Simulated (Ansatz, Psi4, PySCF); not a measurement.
Molecule: ethenyl(methoxymethyl)silane, C4H10OSi, net charge 0, singlet state. SMILES: C(=C)[SiH2]COC
Geometry: optimised at B3LYP-D3(BJ)/def2-TZVP (Ansatz, a first-principles code).

Quantity: vertical triplet-singlet gap, E(triplet) - E(singlet), in eV. Set-up: no spin-orbit coupling; valence correlation only; non-relativistic; dispersion terms only where a functional's name holds one; open shells spin-unrestricted; each state is the SCF solution reached for its charge and spin; 6-311+G** with 5d, 6d on Na to Ar in Ansatz; 6-31G* and kin with 6d, 5d where marked. First-principles rows: single points at B3LYP-D3(BJ) geometries (Ansatz). Levels can end on unlike triplets.

```csv
level,program,"vertical triplet-singlet gap, E(triplet) - E(singlet) (eV)"
HF/6-31G*,Ansatz,3.33
HF/6-311+G**,Ansatz,3.32
PBE/6-311+G**,Ansatz,4.32
B3LYP/STO-3G,Ansatz,4.98
B3LYP/6-31G*,Ansatz,4.36
B3LYP/6-311+G**,Ansatz,4.31
M06-2X/6-31G* (5d),PySCF,4.47
wB97X-D/6-31G*,Psi4,4.38
MP2/6-31G*,Ansatz,4.58
PBE/def2-TZVPD,Ansatz,4.30
```

No value to compare with is used here. The 9 habitual levels span 3.32 (HF/6-311+G**) to 4.98 eV (B3LYP/STO-3G); PBE/def2-TZVPD gives 4.30.

The levels are drawn from those run, B3LYP/6-31G* more often than the rest, none by its result; left out are runs that failed, that the program found above a lower state of the same kind, or whose <S^2> lies over 0.5 above the pure value.
